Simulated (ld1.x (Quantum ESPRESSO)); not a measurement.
## Configuration tests for Gd (TM semilocal)

Gd (Z = 64), norm-conserving Troullier–Martins (semilocal form), made with ld1.x (Quantum ESPRESSO) 7.5 (Wu–Cohen, scalar-relativistic). Core [Xe] 4f7, reference 5d1 6s0 6p0 (charge +2). Waves: 6p (bound, empty): rc 3.55 bohr; 5d (bound): rc 2.15 bohr; 6s (bound, empty): rc 4.48 bohr. Local part: the s channel. Core correction: none.

Energies are relative to the spin-unpolarised reference configuration 5d1 6s0 6p0; without spin polarisation the order of configurations can differ from experiment.

Q: Give the all-electron excitation energy and the error of the potential for: 5d1 6s2 6p0; 5d1 6s1 6p0; 5d1 6s1.5 6p0; 5d0 6s2 6p1; 5d1 6s1 6p1; 5d0 6s2 6p0; 5d1 6s0 6p1.

A:

| valence configuration | charge | ΔE all-electron (eV) | error AE − PS (meV) |
| --- | --- | --- | --- |
| 5d1 6s2 6p0 | 0 | -18.657 | +583 |
| 5d1 6s1 6p0 | +1 | -11.984 | +304 |
| 5d1 6s1.5 6p0 | +0.5 | -15.961 | +457 |
| 5d0 6s2 6p1 | 0 | -16.799 | +843 |
| 5d1 6s1 6p1 | 0 | -15.737 | +524 |
| 5d0 6s2 6p0 | +1 | -12.573 | +669 |
| 5d1 6s0 6p1 | +1 | -8.377 | +280 |
